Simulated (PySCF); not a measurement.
CuF2, SMILES [F][Cu-][F], charge -1, multiplicity 1. Atoms are numbered in the order given.

```xyz
3

Cu     0.0000     0.0000     0.0000
F      0.0000     0.0000    -1.8163
F      0.0000     0.0000     1.8163
```
Charge -1, spin multiplicity 1.

Geometry optimised at B3LYP-D3(BJ)/def2-TZVPD. The spin state was assumed, not searched.

Two levels are set side by side: PBE/pcSseg-2 (PySCF) and PBE0/pcSseg-2 (PySCF). GIAO shifts against CFCl3 (¹⁹F) at the same level; non-relativistic, no solvent, atoms listed together averaged. Differences are taken from unrounded values.

```tsv
quantity	PBE0	PBE	PBE minus PBE0
δ(¹⁹F) of F2, F3 (ppm)	-416.1	-439.8	-23.7
```

Rough cost on one machine, each run with all the roots and properties that it gave: PBE0 against PBE within a factor of 2.
